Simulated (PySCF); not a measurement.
**Radial density of Sb³⁹⁺ (antimony, charge +39)**

r2SCAN0, [Ne] 3s2, closed-shell 1S. Calculation: PySCF 2.14, in an uncontracted even-tempered set (18 s from 7.3 bohr⁻², ratio 2.5; 12 p from 9.5 bohr⁻², ratio 2.5; 4 d from 35 bohr⁻², ratio 2.7; 4 f from 53 bohr⁻², ratio 2.7); scalar relativity by spin-free X2C-1e.

```tsv
r (bohr)	4πr²ρ (e/bohr)
0.0212	65.19
0.0356	53.13
0.0599	62.46
0.101	71.43
0.170	24.49
0.285	10.05
0.480	1.374
0.807	0.005800
```

Densities and radii are taken from the X2C orbitals without a picture-change correction, which distorts them close to the nucleus.
